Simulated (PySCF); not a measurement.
# One molecule, several mistakes: B3H6Si

All numbers below are calculated, not measured. The program is PySCF 2.14.0, an open-source quantum chemistry code, run on an isolated molecule that a program drew, which may never have been made. The molecule is B3H6Si (charge 0, doublet), drawn as the SMILES string `[BH]B(B)[SiH3]`.

Each row is a Hartree-Fock (HF) and frozen-core CCSD(T) single point in the cc-pV(D+d)Z basis, meant for a local HF minimum. Run 1 is clean. Each other run has one planted mistake out of seven kinds, and not every kind appears here: one electron removed, one electron added, multiplicity raised by two, geometry at a saddle point, minimal basis STO-3G, one bond length entered in bohr, all coordinates scaled. The reference is restricted for singlets and unrestricted otherwise, and also for a bond in bohr. Adding or removing an electron swaps singlet and doublet. Electrons count all cores. HOMO and LUMO are orbital energies over both spins, the gradient is its largest component, and the lowest frequency (negative if imaginary) is given only where the gradient is small. Bond lengths are over the 9 bonds as drawn. T1 is the CCSD diagnostic: over 0.02 (restricted) or 0.045 (unrestricted) a single reference is doubtful.

Geometry of the clean run:
```xyz
10
B3H6Si, angstrom
B    -0.0305   -1.2170    2.9242
B     0.4279    0.2753    2.8022
B    -0.3763    1.7114    3.1125
Si    2.3685    0.3889    2.1378
H    -0.3082   -2.3639    2.9934
H    -0.9946    2.2816    2.2526
H    -0.3273    2.2358    4.1939
H     3.2050    1.0938    3.1408
H     2.4222    1.1476    0.8634
H     2.9783   -0.9435    1.8967
```

| run | electrons | basis functions | <S^2> | HOMO (eV) | LUMO (eV) | gradient (hartree/bohr) | lowest frequency (cm^-1) | mean bond (Å) | longest bond (Å) | T1 | HF (hartree) | CCSD(T) (hartree) | mistake |
|---|---|---|---|---|---|---|---|---|---|---|---|---|---|
| 1 | 35 | 95 | 0.758 | -8.81 | 0.91 | 3.0e-05 | 90 | 1.4818 | 2.054 | 0.0205 | -366.37633 | -366.78270 | no fault |
| 2 | 35 | 95 | 3.775 | -6.47 | -1.55 | 8.3e-02 | - | 1.4818 | 2.054 | 0.0302 | -366.21805 | -366.61838 | multiplicity raised by two |
| 3 | 35 | 95 | 0.759 | -8.69 | 0.89 | 2.9e-02 | - | 1.5618 | 2.165 | 0.0217 | -366.35634 | -366.76557 | all coordinates scaled |
| 4 | 34 | 95 | 0.000 | -16.60 | -6.59 | 4.3e-02 | - | 1.4818 | 2.054 | 0.0210 | -366.09455 | -366.48209 | one electron removed |
| 5 | 35 | 30 | 0.757 | -6.83 | 5.41 | 2.8e-02 | - | 1.4818 | 2.054 | 0.0202 | -362.08399 | -362.27899 | minimal basis STO-3G |
| 6 | 36 | 95 | 0.000 | -1.18 | 6.74 | 3.6e-02 | - | 1.4818 | 2.054 | 0.0211 | -366.37787 | -366.82950 | ? |

**Which mistake was planted in run 6, and what did it cost?**

It counts 36 electrons, one more than the clean run, at the same geometry and basis. So the mistake is: one electron added. Subtracting run 1 and multiplying by 627.51 kcal/mol a hartree, the energy moved by -1.0 kcal/mol in HF and -29.4 kcal/mol in CCSD(T).

Cautions from the logs. Run 4: T1 is over the limit, so its CCSD(T) energy is less reliable; run 6: T1 is over the limit, so its CCSD(T) energy is less reliable.
